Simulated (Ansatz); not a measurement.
Compare A (`C=N/C([SiH3])=C\F`) with its isomer B (`C[C@@H]1C=N[Si@H]1F`).

Calculated with Ansatz (gas phase, PBE0-D4/def2-TZVP geometries, no zero-point term in ΔE). CCSD(T)/CBS is the MP2 limit (def2-TZVPP, def2-QZVPP) plus CCSD(T) − MP2 in def2-TZVPP, frozen cores. DFT in def2-TZVPP. B3LYP here is the variant with VWN-RPA as its local correlation; programs differ in this. One conformer a species, not always the lowest.

Question: Which is lower in electronic energy at CCSD(T)/CBS, and by how much? (An estimate is asked.)

Answer: Ansatz gave: B, by 73.8 kcal/mol.

Question: Give E(B) − E(A) in kcal/mol with CCSD(T)/def2-TZVPP, HF/def2-TZVPP, CCSD/def2-TZVPP, ωB97M-V, r2SCAN-D4, PBE0-D4, B3LYP. (Estimate.)

Answer: Computed: CCSD(T)/def2-TZVPP -72.2, HF/def2-TZVPP -71.2, CCSD/def2-TZVPP -73.1, ωB97M-V -73.4, r2SCAN-D4 -70.7, PBE0-D4 -71.8, B3LYP -66.6. None reverses the order clearly.

Largest T1 diagnostic: 0.014.

From PBE to PBE0 (25 % exact exchange), in def2-TZVPP and without D4, E(B) − E(A) moves by −5.2 kcal/mol. In def2-TZVPP, CCSD(T) changes the Hartree–Fock value by −1.0 kcal/mol (the triples alone add +0.9 kcal/mol) and MP2 by −6.1 kcal/mol.
